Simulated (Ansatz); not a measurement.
```yaml
crystal:
  periodic: [false, false, false]
  atoms:
    - {symbol: N, position_ang: [-0.409509, 0.897716, 0.044725]}
    - {symbol: B, position_ang: [0.358981, -0.275079, -0.032935]}
    - {symbol: O, position_ang: [1.723570, -0.293516, -0.099006]}
    - {symbol: Se, position_ang: [-0.454654, -2.074353, -0.056574]}
    - {symbol: H, position_ang: [-0.009537, 1.820335, 0.057322]}
    - {symbol: H, position_ang: [-1.411241, 0.893308, 0.092859]}
    - {symbol: H, position_ang: [2.134850, 0.573193, -0.088257]}
    - {symbol: H, position_ang: [-1.840260, -1.598605, 0.026066]}
basis:
  gaussian: {orbitals: cc-pVDZ, fitting: {mean_field: cc-pVTZ-jkfit}}
magnetization: {spin_polarized: true, initial_magnetization: 1}
hamiltonian: {xc: {name: HF}}
correlation: {method: mp2, electrons: outside_noble_gas}
output: {forces: true}
```

```sh
$ ansatz run in.yaml --threads 2 --pin off --events-out ev --progress --plain --max-ram 4352MiB
```

Shortened log:

```
Error: a molecule whose nuclei and cores have a total charge of 58 cannot have a net charge of 0 together with 1 unpaired electrons
```

(1) Something in this input is off. What?

Results:

(1) The number of unpaired electrons doesn't fit the electron count. The input was rejected before any iteration.
